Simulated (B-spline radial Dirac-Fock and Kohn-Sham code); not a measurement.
In the model described below, an N2 (4p1/2) vacancy in Re²⁺ in the configuration [Xe] 4f14 5d5, lives for 0.054 fs, which corresponds to a natural width of 12.1 eV. Out of 1000 such holes, about 0.15 decay by emitting a photon, 990 by a Coster-Kronig transition that moves the hole within the N shell, and the rest by ordinary Auger emission. The strongest X-ray line is N2-N4 at 248.1 eV, with 83 % of the radiative rate. The strongest electron group is N2-N4N7 near 156 eV, with 39 % of the non-radiative rate. The Coster-Kronig yields by final subshell (the deeper hole where both stay in the shell) are N3 0.008, N4 0.752, N5 0.116, N6 0.067, N7 0.046. Independent-particle models tend to overestimate Coster-Kronig rates.

The computed values come from a B-spline atomic structure program: independent-particle rates on relativistic LDA orbitals of the hole state (multipoles up to L = 3, Coulomb Auger matrix elements, transition energies from Dirac-Fock).
